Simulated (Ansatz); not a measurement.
Reaction (formal hydrolysis of a Ti–F bond): `[F][Ti]([F])([Cl])[Cl]` + H₂O → `[OH][Ti]([F])([Cl])[Cl]` + H–F

Computed with Ansatz on PBE0-D4/def2-TZVP structures; ΔE is electronic, products minus reactants. CCSD(T)/CBS is the MP2 limit (def2-TZVPP, def2-QZVPP) plus CCSD(T) − MP2 in def2-TZVPP, frozen cores. This one scheme is used for every species. DFT in def2-TZVPP. HSE06 is defined as in plane-wave codes. For Ti outer-core shells are correlated without core-valence functions, which leaves a few kJ/mol of doubt a bond. Scalar relativity is left out up to krypton. One conformer a species, not always the lowest.

`[F][Ti]([F])([Cl])[Cl]`:

Cartesian coordinates in Å:
```
F 0.416 -1.278 1.185
Ti 0.009 -0.096 -0.016
F -0.218 -0.889 -1.540
Cl -1.825 0.914 0.555
Cl 1.619 1.349 -0.185
```

H₂O:

Cartesian coordinates in Å:
```
O 0.203 -0.215 -0.253
H -0.721 -0.314 -0.011
H 0.518 0.529 0.264
```

`[OH][Ti]([F])([Cl])[Cl]`:

Z-matrix (Å, degrees):
```
Ti
F 1 1.740
Cl 1 2.186 2 109.2
O 1 1.751 2 109.1 3 -119.8
Cl 1 2.186 2 109.2 3 120.5
H 4 0.958 1 144.0 2 0.4
```

H–F:

Cartesian coordinates in Å:
```
F -0.212 0.325 -0.247
H 0.212 -0.325 0.247
```

```
level  ΔE (kJ/mol)
  PBE         43.1
HSE06         38.1
```

Problem. What does CCSD(T)/CBS give? (Best estimate.)

Solution. The calculation gave: +30.1 kJ/mol. The listed levels differ from it by 13.0, 8.0 kJ/mol.

Problem. What do rigid-rotor, harmonic-oscillator terms from PBE0-D4/def2-TZVP frequencies (298.15 K, 1 bar) make of the CCSD(T)/CBS value? (An estimate is asked.)

Solution. Ansatz gave: ΔZPE = -5.6 kJ/mol, ΔH = +26.3 kJ/mol, ΔS = 12 J/(mol·K), ΔG = +22.9 kJ/mol.

Largest T1 diagnostic among the species: 0.024, so the coupled-cluster value is less sure than usual.

From PBE to PBE0 (25 % exact exchange), in def2-TZVPP and without D4, ΔE moves by −4.9 kJ/mol. The D4 term adds −3.5 kJ/mol with B3LYP and −1.9 kJ/mol with PBE0; it sums over pairs of atoms, weighted by their polarisabilities, and B3LYP, whose exchange is more repulsive, gets the larger term.

B3LYP here is the variant with VWN-RPA as its local correlation; programs differ in this.
